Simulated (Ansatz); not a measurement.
Cost and result for the atomization energy of GaH5N2, SMILES `[NH2][GaH][NH2]` (8 atoms, 7 bonds).

```xyz
8

N     1.432    0.282    0.595
Ga    0.010   -0.659   -0.031
N    -1.439    0.293   -0.572
H     1.455    1.281    0.699
H     2.261   -0.153    0.959
H     0.034   -2.210   -0.104
H    -2.258   -0.131   -0.969
H    -1.495    1.296   -0.576
```

Total charge 0; spin multiplicity 1. Correlated methods include outer-core shells of Ga, which these sets cover unevenly. Scalar relativity is left out up to krypton. The structure was optimised at the PBE0-D4/def2-TZVP level. It is one conformer, not always the lowest. Program: Ansatz. Hardware: A = 2 threads of an AMD EPYC 7R13 on a shared host; B = 2 threads of an AMD EPYC 7R13 on a shared host and a share of an NVIDIA H100 80 GB. Times are those of one run each, without the atoms' runs, and a repeat can differ threefold. Electronic energies, without spin–orbit coupling; frozen cores. CCSD(T)/CBS adds CCSD(T) − MP2 in def2-TZVPP to the MP2 limit, and its time is that of the two runs behind it. T1 = 0.013. With those shells the extrapolation isn't a true limit. HSE06 is the plane-wave form, built on full-range PBE exchange.

CCSD(T)/CBS is a level of theory with its own doubt, some kJ/mol a heavy atom from the limit and from the frozen cores, so smaller differences don't rank the functionals.

| level | functions | wall time | atomization (kJ/mol) | difference from CCSD(T)/CBS | per bond |
| --- | --- | --- | --- | --- | --- |
| revPBE-D4/def2-TZVPP [A] | 180 | 1.5 s | 2421.9 | -55.8 | -8.0 |
| PBE-D4/def2-TZVPP (with forces) [A] | 180 | 1.7 s | 2490.8 | 13.1 | 1.9 |
| CCSD(T)/def2-TZVPP [B] | 180 | 2.4 s | 2397.4 | -80.3 | -11.5 |
| HSE06-D4/def2-TZVPP [A] | 180 | 2.7 s | 2438.8 | -38.9 | -5.6 |
| CCSD(T)/def2-SVP [A] | 85 | 2.7 s | 2263.5 | -214.2 | -30.6 |
| CAM-B3LYP-D4/def2-TZVPP [A] | 180 | 2.8 s | 2482.5 | 4.8 | 0.7 |
| PBE0-D4/def2-TZVPP [A] | 180 | 2.9 s | 2437.1 | -40.6 | -5.8 |
| r2SCAN-D4/def2-TZVPP (with forces) [A] | 180 | 3.2 s | 2442.9 | -34.8 | -5.0 |
| r2SCANh-D4/def2-TZVPP [A] | 180 | 3.9 s | 2424.4 | -53.3 | -7.6 |
| B97M-V/def2-TZVPP [A] | 180 | 6 s | 2452.7 | -25.0 | -3.6 |
| ωB97M-V/def2-TZVPP (with forces) [A] | 180 | 7 s | 2465.1 | -12.6 | -1.8 |
| CCSD(T)/def2-QZVPP [B] | 353 | 11 s | 2448.4 | -29.3 | -4.2 |
| CCSD(T)/CBS(def2) | – | 13 s | 2477.7 | 0.0 | 0.0 |

From PBE to PBE0 (25 % exact exchange), in def2-TZVPP and without D4, the atomization energy moves by −51.9 kJ/mol: exact exchange takes away binding that semilocal exchange gives to molecules. The D4 term adds +19.3 kJ/mol with B3LYP and +10.0 kJ/mol with PBE0; it sums over pairs of atoms, weighted by their polarisabilities, and B3LYP, whose exchange is more repulsive, gets the larger term. Leaving LDA and LC-ωPBE aside and taking each functional with its dispersion term where it has one, the values, not all of them listed here, spread over 111.4 kJ/mol, from BHLYP-D4 to PBE-D4. LDA lies +348.1 kJ/mol from PBE without D4, its usual overbinding.

B3LYP here is the variant with VWN-RPA as its local correlation; programs differ in this.
